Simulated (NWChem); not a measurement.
Everything below was run with NWChem. System: C6H12O2, charge 1, spin multiplicity 2, at the geometry of a parent with another charge or spin, in a state set for the comparison that need not be this species' ground state. Its SCF solution wasn't tested for a lower state.

Job file:

```
start mol
memory heap 200 mb stack 900 mb global 1100 mb
charge 1
geometry units angstroms nocenter noautoz noautosym
  C     -3.904927     0.591333    -0.310441
  C     -2.681178    -0.303663    -0.192136
  C     -1.373653     0.474340    -0.119849
  C     -0.165685    -0.425890    -0.001805
  O      0.998936     0.391775     0.058174
  C      2.170814    -0.248023     0.172886
  C      3.315388     0.722595     0.224049
  O      2.265290    -1.445795     0.224933
  H     -3.858210     1.215586    -1.217135
  H     -4.833103     0.002339    -0.360131
  H     -3.988400     1.271462     0.552359
  H     -2.776006    -0.942614     0.703693
  H     -2.646447    -0.997308    -1.050867
  H     -1.390840     1.162842     0.742503
  H     -1.260488     1.107233    -1.016854
  H     -0.214098    -1.057534     0.901183
  H     -0.084002    -1.113396    -0.860591
  H      3.183414     1.414624     1.068440
  H      3.331797     1.330246    -0.692513
  H      4.258016     0.174529     0.328833
end
basis spherical
  * library def2-svp
end
dft
  xc xpbe96 cpbe96
  odft
  mult 2
  semidirect memsize 60000000 filesize 0
  iterations 100
end
task dft energy
```

The output up to the point where the run's verdict is printed (cleaned and shortened):

```
             Northwest Computational Chemistry Package (NWChem) 7.3.0
             --------------------------------------------------------

                                NWChem Input Module
                                -------------------

 Scaling coordinates for geometry "geometry" by  1.889725989
 (inverse scale =  0.529177249)

                             Geometry "geometry" -> ""
                             -------------------------

 Output coordinates in angstroms (scale by  1.889725989 to convert to a.u.)

  No.       Tag          Charge          X              Y              Z
 ---- ---------------- ---------- -------------- -------------- --------------
    1 C                    6.0000    -3.90492700     0.59133300    -0.31044100
    2 C                    6.0000    -2.68117800    -0.30366300    -0.19213600
    3 C                    6.0000    -1.37365300     0.47434000    -0.11984900
    4 C                    6.0000    -0.16568500    -0.42589000    -0.00180500
    5 O                    8.0000     0.99893600     0.39177500     0.05817400
    6 C                    6.0000     2.17081400    -0.24802300     0.17288600
    7 C                    6.0000     3.31538800     0.72259500     0.22404900
    8 O                    8.0000     2.26529000    -1.44579500     0.22493300
    9 H                    1.0000    -3.85821000     1.21558600    -1.21713500
   10 H                    1.0000    -4.83310300     0.00233900    -0.36013100
   11 H                    1.0000    -3.98840000     1.27146200     0.55235900
   12 H                    1.0000    -2.77600600    -0.94261400     0.70369300
   13 H                    1.0000    -2.64644700    -0.99730800    -1.05086700
   14 H                    1.0000    -1.39084000     1.16284200     0.74250300
   15 H                    1.0000    -1.26048800     1.10723300    -1.01685400
   16 H                    1.0000    -0.21409800    -1.05753400     0.90118300
   17 H                    1.0000    -0.08400200    -1.11339600    -0.86059100
   18 H                    1.0000     3.18341400     1.41462400     1.06844000
[...]
 d= 0,ls=0.5,diis    75   -385.2167400979 -7.50D-05  2.31D-05  7.86D-05   232.6
                                                     4.14D-05  1.22D-04
 d= 0,ls=0.5,diis    76   -385.2168147946 -7.47D-05  1.08D-05  3.28D-05   236.1
                                                     3.87D-05  6.67D-05
 d= 0,ls=0.5,diis    77   -385.2168698729 -5.51D-05  1.31D-05  1.84D-05   238.4
                                                     4.06D-05  5.17D-05
 d= 0,ls=0.5,diis    78   -385.2169283897 -5.85D-05  1.40D-05  3.55D-06   240.8
                                                     3.99D-05  3.00D-05
 d= 0,ls=0.5,diis    79   -385.2169765852 -4.82D-05  4.80D-06  1.57D-06   243.1
                                                     3.74D-05  2.39D-05
 d= 0,ls=0.5,diis    80   -385.2170195203 -4.29D-05  9.59D-06  1.50D-06   245.4
                                                     3.65D-05  2.17D-05
 d= 0,ls=0.5,diis    81   -385.2170587575 -3.92D-05  9.61D-06  4.22D-06   247.7
                                                     3.56D-05  2.24D-05
 d= 0,ls=0.5,diis    82   -385.2170979826 -3.92D-05  1.20D-05  8.70D-07   250.1
                                                     3.52D-05  1.96D-05
 d= 0,ls=0.5,diis    83   -385.2171326493 -3.47D-05  1.51D-05  3.74D-06   252.4
                                                     3.47D-05  2.22D-05
 d= 0,ls=0.5,diis    84   -385.2171593700 -2.67D-05  5.90D-06  2.07D-05   254.8
                                                     3.30D-05  3.61D-05
 d= 0,ls=0.5,diis    85   -385.2171894578 -3.01D-05  4.06D-06  2.29D-05   257.0
                                                     3.22D-05  3.98D-05
 d= 0,ls=0.5,diis    86   -385.2172209916 -3.15D-05  7.43D-06  2.06D-05   259.4
                                                     3.21D-05  3.89D-05
 d= 0,ls=0.5,diis    87   -385.2172462926 -2.53D-05  1.82D-05  2.85D-05   261.8
                                                     3.31D-05  4.59D-05
 d= 0,ls=0.5,diis    88   -385.2172607194 -1.44D-05  1.13D-05  6.59D-05   264.2
                                                     3.09D-05  6.92D-05
 d= 0,ls=0.5,diis    89   -385.2173016704 -4.10D-05  1.46D-05  3.12D-05   266.6
                                                     3.11D-05  4.78D-05
 d= 0,ls=0.5,diis    90   -385.2173407011 -3.90D-05  1.19D-05  9.31D-06   269.0
                                                     3.14D-05  2.71D-05
 d= 0,ls=0.5,diis    91   -385.2173743871 -3.37D-05  2.39D-05  1.42D-06   271.4
                                                     3.32D-05  1.47D-05
 d= 0,ls=0.5,diis    92   -385.2173974460 -2.31D-05  5.66D-06  1.53D-05   273.7
                                                     2.99D-05  1.97D-05
 d= 0,ls=0.5,diis    93   -385.2174227857 -2.53D-05  4.39D-06  1.27D-05   276.1
                                                     2.90D-05  2.01D-05
 d= 0,ls=0.5,diis    94   -385.2174453661 -2.26D-05  7.27D-06  1.57D-05   279.2
                                                     2.79D-05  2.24D-05
 d= 0,ls=0.5,diis    95   -385.2174711977 -2.58D-05  6.84D-06  6.74D-06   282.3
                                                     2.72D-05  1.77D-05
 d= 0,ls=0.5,diis    96   -385.2174948220 -2.36D-05  6.60D-06  3.38D-06   285.2
                                                     2.66D-05  1.45D-05
 d= 0,ls=0.5,diis    97   -385.2175172515 -2.24D-05  9.40D-06  1.27D-06   289.0
                                                     2.69D-05  1.17D-05
 d= 0,ls=0.5,diis    98   -385.2175380768 -2.08D-05  8.14D-06  6.92D-07   292.5
                                                     2.63D-05  1.05D-05
 d= 0,ls=0.5,diis    99   -385.2175556131 -1.75D-05  6.94D-06  4.73D-06   295.5
                                                     2.57D-05  1.36D-05
 d= 0,ls=0.5,diis   100   -385.2175708444 -1.52D-05  3.86D-06  1.13D-05   298.3
                                                     2.51D-05  1.89D-05
```

The run did not converge; its last values are not results. The next line reads: Calculation failed to converge. NWChem stopped with the message: dft energy failed.
